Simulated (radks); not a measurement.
All-electron atom: Ar VI in [Ne] 3s2 3p1. Method: scalar-relativistic Kohn-Sham, SCAN, spin-polarised, spherical densities, finite nucleus; open shells are filled with parallel spins first; meta-GGA in the generalised Kohn-Sham scheme; Fermi nuclear charge, rms radius 3.4274 fm; computed with a radial shooting solver on a logarithmic mesh with Libxc functionals.

Normalised radial functions P(r) = r R(r), r in bohr:

```
   r/bohr * 2p down (the largest magnitude, 1.58, reaches the edge; | marks zero)
 0.002797 *
 0.003528 *
 0.004449 *
  0.00561 *
 0.007075 *
 0.008923 *
  0.01125 |*
  0.01419 |*
   0.0179 | *
  0.02257 |  *
  0.02846 |   *
  0.03618 |     *
  0.04563 |        *
  0.05755 |            *
  0.07258 |                 *
  0.09153 |                        *
   0.1154 |                               *
   0.1456 |                                        *
   0.1836 |                                               *
   0.2315 |                                                    *
    0.292 |                                                      *
   0.3682 |                                                  *
   0.4643 |                                          *
   0.5856 |                              *
   0.7385 |                  *
   0.9314 |         *
    1.175 |   *
    1.481 |*
    1.868 *
    2.356 *
    2.971 *
    3.747 *
```

2p down: eigenvalue -323.31 eV, 0 radial nodes, <r> = 0.373 bohr, 90 % of the charge inside 0.616 bohr.
